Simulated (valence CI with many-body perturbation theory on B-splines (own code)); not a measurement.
**Si IX: electric-dipole lines**

Level of theory: configuration interaction combined with many-body perturbation theory (CI+MBPT): four valence electrons over a frozen Dirac-Fock core [He], radial functions for each j: 11 s, 11 p, 10 d, 8 f, 5 g, 2 h, with the one-electron correlation potential Σ1, the two-electron term Σ2, the three-electron term Σ3, Breit, model QED; selected CI, second order for the rest, scaled by the run's own slope (own B-spline code, finite nucleus).

No measured spectrum was set against this ion. As an estimate, levels of excited configurations hold to 0.05 to 0.15 % of their energy, terms of the ground configuration to about 0.5 %. Among the levels kept, up to 1500 cm⁻¹ of a level comes from second order outside the variational space, and about a tenth of that is noise between levels of different J, which matters for small intervals.

Lines 151 to 200 of 505 in falling wavelength, among levels below 2265700 cm⁻¹, chosen from the strongest by gf and those to the six lowest levels. Wavelengths and rates use the calculated energies, so an error of 200 cm⁻¹ moves a line at 92.20 nm by 0.18 % and its rate by three times that or more. Electric multipoles are in the length gauge, E1 and E2 with the static RPA response of the core. Weak lines are less certain than strong ones. Lines between different terms over intervals too small for the method are left out, as are lines whose strength nearly cancels. Where a level lies close to another of its J and parity, the split of strength between their lines is uncertain. The highest levels of a list are the least certain.

Names give the largest LS component (configuration and term), which can be under half, so a name can repeat, a term be missing and a line seem to break the LS rules; names also repeat where a configuration has a term twice. Letters in brackets count levels of one name in rising energy.

```
λ vac (nm)              Upper              Lower   A (s⁻¹)  log gf  Branch %
     92.20  2s2p²3p ³P°_1 [b]       2s2p²3s ³D_2  8.70e+08   -0.48       7.0
     92.12  2s2p²3p ³P°_0 [b]       2s2p²3s ³D_1  1.23e+09   -0.81      11.1
     88.40   2s2p²3d ³D_3 [a]  2s2p²3p ³D°_3 [a]  3.35e+08   -0.56       0.1
     88.06      2s2p²3p ⁵S°_2       2s2p²3s ⁵P_3  7.94e+08   -0.34      34.7
     87.59  2s2p²3p ¹P°_1 [c]       2s2p²3s ¹P_1  1.37e+09   -0.32       1.9
     86.68   2s2p²3d ³P_2 [a]  2s2p²3p ³S°_1 [a]  6.07e+08   -0.47       0.1
     86.17   2s2p²3d ¹D_2 [a]  2s2p²3p ¹D°_2 [a]  3.92e+08   -0.66       0.1
     85.67      2s2p²3p ⁵S°_2       2s2p²3s ⁵P_2  5.13e+08   -0.55      22.4
     84.99   2s2p²3d ³P_1 [a]  2s2p²3p ³S°_1 [a]  6.80e+08   -0.66       0.2
     83.97      2s2p²3p ⁵S°_2       2s2p²3s ⁵P_1  2.89e+08   -0.82      12.6
     82.28       2s2p²3d ¹S_0  2s2p²3p ¹P°_1 [a]  1.49e+09   -0.82       0.4
     76.36         2p³3p ³P_2  2s2p²3p ³S°_1 [b]  6.72e+08   -0.53       0.4
     76.35         2p³3p ³P_1  2s2p²3p ³S°_1 [b]  6.78e+08   -0.75       0.4
     74.67       2s²2p3p ¹S_0      2s²2p3s ¹P°_1  2.48e+09   -0.68      19.0
     69.35      2s²2p3d ¹P°_1       2s²2p3p ¹P_1  8.24e+08   -0.75       0.1
     57.21  2s2p²3p ³D°_3 [a]       2s²2p3p ³P_2  5.95e+08   -0.69       0.3
     55.54  2s2p²3p ³D°_3 [b]   2s2p²3s ³P_2 [a]  4.93e+08   -0.80       1.5
     50.11        2p³3s ³D°_3   2s2p²3s ³P_2 [b]  2.12e+09   -0.25       2.4
     49.40        2p³3s ³D°_2   2s2p²3s ³P_1 [b]  1.67e+09   -0.51       1.9
     48.42        2p³3s ¹D°_2       2s2p²3s ¹P_1  1.18e+09   -0.68       0.6
     44.14           2p⁴ ¹D_2        2s2p³ ¹P°_1  1.09e+09   -0.80      10.1
     43.92           2p⁴ ³P_2        2s2p³ ³S°_1  2.25e+09   -0.49      10.9
     43.06           2p⁴ ³P_1        2s2p³ ³S°_1  2.46e+09   -0.69      11.8
     38.08      2s2p²3p ¹F°_3       2s²2p3p ¹D_2  3.28e+09   -0.30       1.1
     35.84           2p⁴ ¹D_2        2s2p³ ¹D°_2  9.62e+09   -0.03      89.1
     35.40   2s2p²3d ³D_3 [b]      2s²2p3d ³D°_3  1.60e+09   -0.68       0.2
     34.98        2s2p³ ³D°_3        2s²2p² ³P_2  2.24e+09   -0.54      99.8
     34.97        2s2p³ ³D°_2        2s²2p² ³P_2  3.98e+08   -1.44      16.9
     34.66   2s2p²3d ³F_4 [b]      2s²2p3d ³F°_4  1.16e+09   -0.73       0.1
     34.63       2s2p²3s ³D_3      2s²2p3s ³P°_2  3.12e+09   -0.41       1.7
     34.50        2s2p³ ³D°_2        2s²2p² ³P_1  1.95e+09   -0.76      83.0
     34.49        2s2p³ ³D°_1        2s²2p² ³P_1  8.77e+08   -1.33      36.4
     34.24      2s2p²3p ³F°_4       2s²2p3p ³D_3  1.69e+09   -0.57      74.1
     34.22   2s2p²3d ³F_3 [b]      2s²2p3d ³F°_3  1.20e+09   -0.83       0.1
     34.19        2s2p³ ³D°_1        2s²2p² ³P_0  1.50e+09   -1.10      62.0
     34.13   2s2p²3d ³P_2 [b]      2s²2p3d ³P°_2  1.73e+09   -0.82       0.2
     34.02       2s2p²3s ³D_2      2s²2p3s ³P°_1  2.44e+09   -0.67       1.4
     33.81      2s2p²3p ³F°_3       2s²2p3p ³D_2  1.63e+09   -0.71      45.0
     33.76        2p³3s ¹D°_2       2s2p²3s ¹D_2  8.57e+09   -0.14       4.6
     32.94      2s2p²3p ³F°_2       2s²2p3p ¹P_1  1.92e+09   -0.81       1.6
     32.89  2s2p²3p ³D°_3 [b]       2s²2p3p ³D_3  1.71e+09   -0.71       5.1
     32.70        2p³3s ³D°_1       2s2p²3s ³D_1  3.53e+09   -0.77       4.1
     32.69        2p³3s ³D°_2       2s2p²3s ³D_2  3.25e+09   -0.58       3.8
     32.68        2p³3s ³D°_3       2s2p²3s ³D_3  4.51e+09   -0.30       5.2
     32.26  2s2p²3p ³P°_2 [b]       2s²2p3p ³S_1  2.03e+09   -0.80      13.9
     31.27         2p³3p ⁵P_2      2s2p²3p ⁵S°_2  2.02e+09   -0.83       1.5
     31.19         2p³3p ⁵P_3      2s2p²3p ⁵S°_2  1.73e+09   -0.75       1.3
     31.05   2s2p²3d ¹D_2 [a]      2s²2p3d ¹D°_2  2.19e+09   -0.80       0.3
     30.58           2p⁴ ¹S_0        2s2p³ ¹P°_1  2.42e+10   -0.47      99.5
     30.24           2p⁴ ³P_2        2s2p³ ³P°_2  2.39e+09   -0.79      11.6
```

Problem. How does gf follow from A for the line at 31.05 nm?

Solution. gf = 1.4992 × (2J+1)_upper × A / σ², with σ = 322034 cm⁻¹ and 2J+1 = 5: gf = 0.158.
